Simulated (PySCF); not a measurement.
C₂H₆BrIn. Atoms are numbered in the order given.

```xyz
10

In     0.5689     0.4538     0.0513
Br    -1.4185    -1.1328    -0.1327
C      0.2371     2.2704    -1.0871
H      1.1856     2.6766    -1.4665
H     -0.2350     3.0152    -0.4282
H     -0.4424     2.0481    -1.9209
C      2.1202    -0.3860     1.3137
H      2.9567     0.3140     1.4464
H      2.4822    -1.3141     0.8474
H      1.6796    -0.6330     2.2905
```
Charge 0, spin multiplicity 1.

Coordinates come from a B3LYP-D3(BJ)/def2-SVP optimisation. The structure was generated by enumeration; whether it is a known compound was not checked. The def2 effective core potentials stand for the cores of In; spin–orbit coupling is left out.

Computed with PySCF with B3LYP/def2-TZVP.

ESP charges are fitted to the potential on shells at 1.4 to 2.0 van der Waals radii. Atomic charges (e):

| atom | Löwdin | ESP fit | Mulliken |
|---|---|---|---|
| In1 | 0.27 | 0.82 | 0.81 |
| Br2 | -0.01 | -0.41 | -0.44 |
| C3 | -0.52 | -0.69 | -0.60 |
| H4 | 0.12 | 0.16 | 0.13 |
| H5 | 0.13 | 0.16 | 0.13 |
| H6 | 0.13 | 0.16 | 0.15 |
| C7 | -0.52 | -0.72 | -0.60 |
| H8 | 0.12 | 0.17 | 0.13 |
| H9 | 0.13 | 0.17 | 0.14 |
| H10 | 0.13 | 0.17 | 0.14 |
